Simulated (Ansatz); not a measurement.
AlF2 (SMILES [F][Al][F]), doublet, geometry from GFN2-xTB (such geometries of metal compounds can be far from the true shape); SVWN5/pcseg-1 (Ansatz, a program for electronic structure).

Input for Ansatz:
Ansatz 0.2 input:
```yaml
crystal:
  periodic: [false, false, false]
  atoms:
    - {symbol: Al, position_ang: [-0.00451449, 0.34922303, 0.00195349]}
    - {symbol: F, position_ang: [1.55484400, -0.23215983, -0.00125071]}
    - {symbol: F, position_ang: [-1.54832307, -0.27227344, -0.00157100]}
basis:
  gaussian:
    orbitals: pcseg-1.json
    nuclear_model: gaussian
hamiltonian:
  xc: {name: SVWN5}
magnetization: {spin_polarized: true, initial_magnetization: 1}
```
The basis file holds pcseg-1 in the JSON format of the Basis Set Exchange.

Predict the main parts of the log of this Ansatz run.


```
Functional definition: SVWN5
494 factors; their error is unknown
mean field evaluation 1: about -11964.5315 eV, gradient 3.8e1 eV
mean field evaluation 2: about -11930.7849 eV, gradient 1.1e2 eV
mean field evaluation 4: about -11969.0974 eV, gradient 1.2e0 eV
mean field evaluation 8: about -11969.0842 eV, gradient 2.2e-3 eV
mean field -11969.08424801 eV, -439.8557331775 hartree, gradient 9.6e-6 eV, S^2 0.750976; 0 other end points of the search recorded, 0 dependent functions left out
reference -11969.08428970 eV, -439.8557347097 hartree; 16, 15 occupied and 30, 31 virtual orbitals, 494 factors
Total energy: -11969.08428970 eV, -439.8557347097 hartree
```
